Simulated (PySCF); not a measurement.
Computed properties of 1-chloroethenyl(methyl)silane (C₃H₇ClSi), SMILES C=C(Cl)[SiH2]C

1-chloroethenyl(methyl)silane (C3H7ClSi), SMILES ClC([SiH2]C)=C. The structure is a stationary point at B3LYP-D3(BJ)/def2-SVP. One conformer was computed; it need not be the lowest. All values are computed for the isolated molecule unless a solvent is named; none is compared with measurement here.

**Structure.** All 30 harmonic modes at B3LYP-D3(BJ)/def2-SVP (PySCF) are real, so it is a minimum. With heavy atoms numbered as in [CH2:1]=[C:2]([Cl:3])[SiH2:4][CH3:5], the shortest bond between them is C1–C2 at 1.336 Å and the longest C2–Si4 at 1.887 Å.

**Vibrations.** The strongest infrared lines (harmonic, unscaled, degenerate partners summed) lie at 909 cm⁻¹ (258 km/mol, H 79 %, Si 13 %, C 9 %), 2216 cm⁻¹ (114 km/mol, H 97 %), 2224 cm⁻¹ (113 km/mol, H 97 %). The softest mode is at 67 cm⁻¹ and the zero-point energy is 54.4 kcal/mol.

**Electronic structure.** ωB97X/def2-TZVP (PySCF) places the frontier levels at -9.90 and 1.46 eV, a gap of 11.36 eV, and gives a dipole moment of 1.42 D and a mean polarisability of 74.4 bohr³. PBE/def2-TZVP (PySCF) at the same geometry gives -6.41 and -1.66 eV, so its gap is 6.61 eV narrower. An orbital gap is neither the optical nor the fundamental gap.

**Excitations.** TDA-ωB97X/def2-SVPD (PySCF) has S1 at 6.80 eV (182 nm, f = 0.003, weak); the most intense of the 10 singlets computed lies at 6.94 eV (f = 0.35). T1 (TDA) is at 4.08 eV, 2.72 eV under S1. TDA-PBE/def2-SVPD (PySCF) puts S1 at 5.62 eV. No vertical singlet excitation falls in the visible range (under 3.1 eV).

**NMR.** GIAO shifts at KT2/pcSseg-1 (PySCF) (non-relativistic, atoms alike by connectivity averaged): ¹³C from -4.4 to 149.9 ppm against TMS; ¹H from 0.7 to 6.3 ppm against TMS; ²⁹Si at -37.0 ppm against TMS. Without spin–orbit terms, shifts of atoms bonded to Cl or Br come out too high.
